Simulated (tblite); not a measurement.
C5H16N2P (charge +1).
Geometry (GFN2-xTB, Å), atoms numbered from 1 in this order:
```
atom  x, y, z in Å
C1    -2.6732   -0.3797   -0.5861
C2    -1.4431    0.4011   -1.0357
P3     0.0605    0.0072   -0.0723
C4    -0.2695    0.1108    1.7132
N5     0.5673   -1.4657   -0.5967
C6     1.6690   -2.1586    0.0703
N7     1.3715    0.9643   -0.3573
C8     1.4666    2.3600    0.0618
H9    -2.9514   -0.1222    0.4327
H10   -2.5092   -1.4535   -0.6405
H11   -3.5127   -0.1380   -1.2330
H12   -1.2086    0.1949   -2.0847
H13   -1.6187    1.4761   -0.9362
H14    0.6759    0.0397    2.2499
H15   -0.7629    1.0452    1.9687
H16   -0.9143   -0.7167    2.0042
H17   -0.1597   -2.0916   -0.9194
H18    1.3363   -2.7553    0.9212
H19    2.3916   -1.4208    0.4124
H20    2.1552   -2.8153   -0.6495
H21    1.8028    0.7888   -1.2589
H22    0.9960    3.0460   -0.6447
H23    0.9989    2.4801    1.0359
H24    2.5198    2.6231    0.1522
```

Calculated harmonic vibrations of the isolated species, GFN2-xTB (tblite), most abundant isotopes, no scaling. The method is semi-empirical: single wavenumbers can be off by several per cent or more. One conformer, not necessarily the lowest.

Harmonic wavenumbers (cm⁻¹): 66.9, 77.7, 90.3, 119.4, 134.1, 149.8, 157.0, 177.8, 201.7, 222.2, 245.4, 263.6, 320.8, 355.5, 397.5, 512.4, 559.8, 641.3, 722.6, 770.9, 814.0, 835.2, 863.3, 880.1, 983.1, 1005.6, 1045.1, 1051.0, 1065.9, 1094.7, 1097.9, 1109.0, 1119.3, 1199.4, 1243.8, 1293.3, 1295.4, 1310.9, 1398.4, 1404.9, 1408.1, 1409.4, 1418.5, 1424.0, 1464.5, 1465.6, 1475.9, 1480.7, 1482.0, 1489.3, 2939.7, 2950.6, 2983.3, 2985.1, 3003.7, 3013.9, 3024.6, 3025.3, 3027.4, 3038.0, 3038.7, 3046.9, 3048.6, 3057.9, 3350.9, 3384.3.

A = 1709, B = 1460, C = 1044 MHz; mass 135.105 u (most abundant isotopes); point group C1, symmetry number 1.

Q: Zero-point energy?

A: ½Σν̃ = 45867 cm⁻¹ = 548.69 kJ/mol.

Q: Give the ideal-gas entropy at 298.15 K and 1 bar in the rigid-rotor, harmonic-oscillator model (classical rotation).

A: Translation 170.04, rotation 122.18, vibration 167.66: S = 459.9 J/(mol K).

Q: And Cp and H(298.15 K) − H(0)?

A: Cp = 196.77 J/(mol K), of which vibrations give 163.51 (their classical limit is 66 R = 548.8); H(298.15 K) − H(0) = 36.37 kJ/mol without the zero-point energy, 26.45 from vibrations.

Q: Blend soft modes into free rotors: weight 1/[1 + (100 cm⁻¹/ν̃)⁴] for the oscillator and the rest for a rotor with moment μB/(μ + B), μ = h/(8π²ν), B = 10⁻⁴⁴ kg m². What vibrational entropy results?

A: 158.80 J/(mol K) in place of 167.66, which changes −T·S at 298.15 K by +2.64 kJ/mol.

Q: Which modes carry the vibrational entropy at 298.15 K?

A: 66.9 cm⁻¹: 17.75; 77.7 cm⁻¹: 16.52; 90.3 cm⁻¹: 15.29; 119.4 cm⁻¹: 13.01; 134.1 cm⁻¹: 12.08; 149.8 cm⁻¹: 11.19 J/(mol K); the other 60 give 81.82 together.

Hindered rotation and anharmonicity are outside this model. Other conformers, if any are populated, would add a mixing term that is left out. The structure is chiral; the term R ln 2 for an equal mix with its mirror image is left out.
